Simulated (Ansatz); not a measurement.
Consider the cleavage of the B–Si bond: `B[SiH]1OP1` + `C=C(S)Cl` → `BSC(=C)Cl` + `O1[SiH2]P1`.

Isolated molecules relaxed with PBE0-D4/def2-TZVP in Ansatz; ΔE leaves out vibrations. CCSD(T)/CBS adds triple-zeta CCSD(T) − MP2 to the extrapolated MP2 energy (def2 sets, frozen cores). DFT in def2-TZVPP. B3LYP here is the variant with VWN-RPA as its local correlation; programs differ in this. HSE06 is defined as in plane-wave codes. Each species was taken in one conformer, which may not be the lowest.

```csv
level,ΔE (kJ/mol),difference from CCSD(T)/CBS
LDA (SPW92),-96.6,6.3
PBE-D4,-92.5,10.4
revPBE-D4,-92.2,10.7
BLYP-D4,-94.2,8.7
r2SCAN-D4,-97.8,5.1
B97M-V,-95.2,7.7
B3LYP-D4,-98.7,4.2
r2SCANh-D4,-99.4,3.5
r2SCAN0-D4,-101.7,1.2
HSE06-D4,-97.3,5.6
BHLYP-D4,-104.0,-1.1
CAM-B3LYP-D4,-104.3,-1.4
ωB97X-V,-104.5,-1.6
B2PLYP,-103.4,-0.5
PBE-QIDH,-105.4,-2.5
PBE,-92.1,10.8
revPBE,-90.0,12.9
BLYP,-93.2,9.7
PBE0,-97.5,5.4
B3LYP,-98.1,4.8
r2SCAN0,-101.5,1.4
HSE06,-97.1,5.8
BHLYP,-103.9,-1.0
LC-ωPBE,-104.7,-1.8
RPA@PBE/def2-TZVPP,-99.2,3.7
HF/def2-SVP,-109.2,-6.3
MP2/def2-SVP,-117.9,-15.0
CCSD/def2-SVP,-110.2,-7.3
CCSD(T)/def2-SVP,-110.8,-7.9
HF/def2-TZVPP,-106.2,-3.3
MP2/def2-TZVPP,-112.1,-9.2
SCS-MP2/def2-TZVPP,-110.0,-7.1
CCSD/def2-TZVPP,-102.9,0.0
CCSD(T)/def2-TZVPP,-102.8,0.1
HF/def2-QZVPP,-106.0,-3.1
MP2/def2-QZVPP,-112.1,-9.2
SCS-MP2/def2-QZVPP,-110.0,-7.1
HF/CBS(def2),-106.0,-3.1
MP2/CBS(def2),-112.2,-9.3
CCSD/CBS(def2),-103.0,-0.1
CCSD(T)/CBS,-102.9,0
```

Largest T1 diagnostic among the species: 0.021, so the coupled-cluster value is less sure than usual.

Leaving LDA and LC-ωPBE aside and taking each functional with its dispersion term where it has one, the values spread over 13.2 kJ/mol, from PBE-QIDH to revPBE-D4. LDA lies −4.5 kJ/mol from PBE without D4. At CCSD(T), def2-SVP lies −7.9 kJ/mol from the extrapolated value and def2-TZVPP +0.1 kJ/mol.
